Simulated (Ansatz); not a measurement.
C$_{2}$H$_{4}$INSi (`I[SiH]1C=CN1`), relaxed with RKS PBE0-D4/def2-TZVP in Ansatz 0.2.0 from a PBE-D4/def2-SVP geometry. The force threshold is 0.005 eV/Å; the program also tests the step.

Charge 0, multiplicity 1. I takes the def2 core potential.

Start:

```xyz
9

I     0.961   -2.429   -1.591
Si    0.834   -0.650    0.113
C    -0.813   -0.304    0.886
C    -0.817    0.838    0.125
N     0.411    0.964   -0.567
H     2.124   -0.712    0.875
H    -1.527   -0.638    1.644
H    -1.593    1.625    0.047
H     0.420    1.306   -1.532
```

Question: By how much does the energy fall, and how many steps does the optimiser take? (Best estimate.)

Answer: Ansatz gave: 5.89 kJ/mol, in 7 steps.

Question: Which bonds change most? (An estimate is asked.)

Answer: Ansatz gave: Si2–N5 from 1.802 to 1.763 Å; I1–Si2 from 2.466 to 2.437 Å; Si2–C3 from 1.852 to 1.829 Å.

Question: Give the relaxed structure. (Best estimate.)

Answer: Ansatz gave: 
```xyz
9

I     0.960   -2.400   -1.573
Si    0.821   -0.633    0.100
C    -0.802   -0.300    0.875
C    -0.808    0.830    0.134
N     0.415    0.951   -0.562
H     2.086   -0.698    0.867
H    -1.515   -0.628    1.612
H    -1.565    1.610    0.065
H     0.406    1.267   -1.518
```
